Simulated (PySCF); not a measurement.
CF3, multiplicity 2. Atoms are numbered in the order given.

```xyz
4

F     -1.0899    -0.6293    -0.0731
C      0.0000     0.0000     0.3291
F      1.0899    -0.6293    -0.0731
F      0.0000     1.2586    -0.0731
```
Charge 0, spin multiplicity 2.

Geometry optimised at r2SCAN-D4/def2-TZVP. The isomer is the one that the SMILES or the coordinates give; other isomers of the formula were not compared.

The numbers are results of PySCF with r2SCAN-D4/def2-TZVP, not measurements.

Frequencies are harmonic and unscaled.

Modes within 1.5 cm⁻¹ of each other (mostly degenerate sets) share a row, with their intensities summed.

```tsv
mode	ν (cm⁻¹)	IR (km/mol)	moving atoms (share of kinetic energy)
1–2	504	2.2	F 93 %
3	698	11.3	F 73 %, C 27 %
4	1083	39.3	C 55 %, F 45 %
5–6	1235	729.5	C 73 %, F 27 %
```
